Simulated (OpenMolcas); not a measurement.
## 3d ions of charge +5 along the row

- Program: OpenMolcas
- Method: MS-CASPT2, IPEA 0.25 Eh, imaginary shift 0.1 Eh
- Basis: ANO-R3
- Scalar Hamiltonian: X2C, finite nucleus
- Spin-orbit coupling: RASSI with atomic mean-field integrals over the reference wave functions, term energies averaged over their components

Active space: the 3d shell; CASPT2 also correlates the outermost closed s and p core shells.

B and C come from two terms' centres of gravity (d2, d8: 3P = 15B, 1G = 12B + 2C; d3, d7: 4P = 15B, 2G = 4B + 3C; d4, d6: 3G = 9B + 4C, 3H = 4B + 4C; d5: 4D = 17B + 5C, 4G = 10B + 5C, above the ground term), where all their levels are at least 80 % pure. ζ = ±2S·A comes from the whole width of the ground multiplet by E(J) = (A/2) J(J+1), where its levels are at least 85 % pure. Energies in cm-1.

| Ion | Configuration | Lowest level | Weight (%) | B | B measured | C | C measured | ζ | ζ measured |
| --- | --- | --- | --- | --- | --- | --- | --- | --- | --- |
| Fe5+ | 3d³ | ⁴F_3/2 | 100 | 1243 | 1205 | 4937 | 5007 | 598 | 572 |
| Co5+ | 3d⁴ | ⁵D₀ | 100 | 1172 | 1131 | 5793 | 5809 | 752 | 713 |
| Ni5+ | 3d⁵ | ⁶S_5/2 | 100 | 1242 |  | 6101 |  |  |  |
| Cu5+ | 3d⁶ | ⁵D₄ | 100 | 1460 | 1457 | 6044 | 5971 | 1054 | 1093 |

Measured columns use the levels in Corliss and Sugar, J. Phys. Chem. Ref. Data 11, 135 (1982) (Fe5+); Sugar and Corliss, J. Phys. Chem. Ref. Data 10, 1097 (1981) (Co5+); Sugar and Musgrove, J. Phys. Chem. Ref. Data 19, 527 (1990) (Cu5+).

The computed B goes from 1243 (Fe5+) to 1460 cm-1 (Cu5+), a factor of 1.17, though not at every step. It departs from the measured column by 0 to +4 %. The Trees term is left out, which lowers the B read from the levels of every ion, most for d4 to d6. The pair of terms that fixes B changes along the row, so steps between ions also reflect that choice.

The computed ζ goes from 598 (Fe5+) to 1054 cm-1 (Cu5+), a factor of 1.76, rising at every step. It departs from the measured column by -4 to +6 %.

CASPT2 does not keep the components of a term degenerate, so their means are used; among the low terms the widest spread is 1100 cm-1 (3d⁴ ¹I, Co5+). The CASPT2 spread within a term exceeds the gap to the next term for 3d⁴ ¹G(1) and 3d⁴ ³D, 3d⁴ ³D and 3d⁴ ¹I, so the order of their levels is uncertain (figures for Co5+; the like holds for Cu5+). Blocks of more than 70 roots (2S+1 = 2 even) ran without multistate coupling (holds for Ni5+). Measured partners are found by configuration, term and J. A level has none where our copy of the source lacks it or the pairing is in doubt (some pairs that miss far off the trend of their configuration count as doubtful), and it then counts in no deviation. Levels of configurations outside the active space are missing.

A number in round brackets counts repeated terms of one configuration in the order of the reference energies.
